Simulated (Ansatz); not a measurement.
## Energy profile

The step: BH₃SO₂ ([OH][B]([OH])[SH]) + H₂O → BH₃O₃ ([OH][B]([OH])[OH]) + H₂S; bonds formed: B1–O6, S2–H5; bonds broken: B1–S2, H5–O6 (atoms numbered as in the saddle structure below).

```csv
atom,x (Å),y (Å),z (Å)
B1,0.1111,-0.4537,-0.0601
S2,0.7818,1.7039,-0.2087
O3,0.4724,-1.0235,1.1364
O4,0.4501,-1.0698,-1.2437
H5,-0.8059,1.1261,-0.3091
O6,-1.3240,0.0894,-0.1666
H7,0.6631,2.0338,1.0877
H8,0.1324,-0.5746,1.9110
H9,1.2471,-1.5973,-1.1639
H10,-1.7282,-0.2341,-0.9832
```

Electronic energies by CCSD(T) at an estimated basis limit (MP2 extrapolated from triple and quadruple zeta, plus CCSD(T) − MP2 in triple zeta), on PBE0-D4/def2-TZVP structures; BH5SO3, closed shell; no counterpoise correction. Computed with Ansatz 0.2.0 (basis: def2-TZVPP and def2-QZVPP); correlated methods freeze the cores. Extrapolation: Hartree–Fock as exp(−7.88 √X), correlation as X^−2.97.

Task: Give the profile in kcal/mol, counted from the separated reactants. (To be estimated.)

Result: By the calculation:
```tsv
point	kcal/mol
separated: BH3SO2 (linked as [OH][B]([OH])[SH]; B1, S2, O3, O4, H7, H8, H9; singlet) + H2O (H5, O6, H10; singlet)	0.00
start structure	-3.93
saddle	19.35
end structure	-21.21
separated: BH3O3 (linked as [OH][B]([OH])[OH]; B1, O3, O4, O6, H8, H9, H10; singlet) + H2S (S2, H5, H7; singlet)	-16.43
```

The T1 diagnostic stays at or below 0.013.

For scale, one of the runs: CCSD(T)/def2-TZVPP, 236 basis functions, launched by `ansatz run in.yaml --threads 4 --pin off --events-out ev --progress --plain --max-ram 9574MiB`. Time: 96 s of wall clock on 4 CPU threads of an Arm Neoverse V2; the host was shared. Peak host memory: 4.5 GiB.
